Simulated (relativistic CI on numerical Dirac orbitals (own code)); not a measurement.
## Sensitivity of the levels of Ta²⁸⁺ to α and to the nuclear radius

Computed by Dirac-Coulomb-Breit CI, orbitals from a KLI potential per configuration, derivatives by finite differences, unscaled Slater integrals, QED left out (own radial code, finite nucleus).

Configuration list (outside the closed core [Ar] 3d10): 4s²4p⁶4d⁹, 4s²4p⁵4d¹⁰, 4s²4p⁶4d⁸4f, 4s4p⁶4d¹⁰, 4s²4p⁵4d⁹4f, 4s4p⁶4d⁹4f, 4s²4p⁶4d⁸5s, 4s²4p⁶4d⁸5p. Levels of other configurations are missing.

With x = (α/α₀)² − 1 an excitation energy changes as ω = ω₀ + qx; K = 2q/ω₀ is the relative enhancement. Terms are leading LS components, so labels can repeat. The field-shift factor is F = δν/δ⟨r²⟩ for the transition from the lowest level.

Lowest level 4s²4p⁶4d⁹ ²D5/2.

| Level | ω₀ (cm⁻¹) | q (cm⁻¹) | K | F (GHz/fm²) |
| --- | --- | --- | --- | --- |
| 4s²4p⁶4d⁹ ²D3/2 | 122523 | 123800 | 2.02 | 3.14 |
| 4s²4p⁵4d¹⁰ ²P°3/2 | 1411735 | 143200 | 0.203 | 11.4 |
| 4s²4p⁶4d⁸4f ⁴F°5/2 | 1500452 | 492 | 0.000656 | 18.2 |
| 4s²4p⁶4d⁸4f ⁴F°7/2 | 1506483 | 8096 | 0.0107 | 18.5 |
| 4s²4p⁶4d⁸4f ⁴D°3/2 | 1516011 | 6524 | 0.00861 | 18.3 |
| 4s²4p⁶4d⁸4f ⁴F°9/2 | 1527279 | 18720 | 0.0245 | 19 |
| 4s²4p⁶4d⁸4f ²F°5/2 | 1530101 | 10580 | 0.0138 | 18.5 |
| 4s²4p⁶4d⁸4f ⁴I°13/2 | 1535020 | -613.2 | -0.000799 | 18.6 |
| 4s²4p⁶4d⁸4f ²P°1/2 | 1545046 | 30680 | 0.0397 | 18.9 |
| 4s²4p⁶4d⁸4f ⁴H°11/2 | 1545677 | 5588 | 0.00723 | 18.7 |
| 4s²4p⁶4d⁸4f ⁴I°15/2 | 1546574 | 23380 | 0.0302 | 19.5 |
| 4s²4p⁶4d⁸4f ⁴D°7/2 | 1550885 | 21170 | 0.0273 | 18.8 |
| 4s²4p⁶4d⁸4f ²G°9/2 | 1558345 | 15120 | 0.0194 | 19.2 |
| 4s²4p⁶4d⁸4f ²D°3/2 | 1559406 | 20290 | 0.026 | 19 |
| 4s²4p⁶4d⁸4f ⁴H°13/2 | 1561330 | 25140 | 0.0322 | 19.4 |
| 4s²4p⁶4d⁸4f ²H°9/2 | 1580996 | 9554 | 0.0121 | 18.7 |
| 4s²4p⁶4d⁸4f ²G°7/2 | 1581466 | 20530 | 0.026 | 18.6 |
| 4s²4p⁶4d⁸4f ⁴G°11/2 | 1582456 | 27890 | 0.0353 | 19.7 |
| 4s²4p⁶4d⁸4f ²P°1/2 | 1588360 | 14910 | 0.0188 | 17.6 |
| 4s²4p⁶4d⁸4f ⁴P°5/2 | 1600878 | 47000 | 0.0587 | 20 |
| 4s²4p⁶4d⁸4f ²P°3/2 | 1604237 | 55270 | 0.0689 | 20.2 |
| 4s²4p⁶4d⁸4f ²G°9/2 | 1607490 | 32310 | 0.0402 | 19.5 |
| 4s²4p⁶4d⁸4f ⁴F°3/2 | 1610368 | 111400 | 0.138 | 21.3 |

At this charge energies of transitions that change n are usually good to better than 1 %, and those within a shell (Δn = 0) to a few per cent.
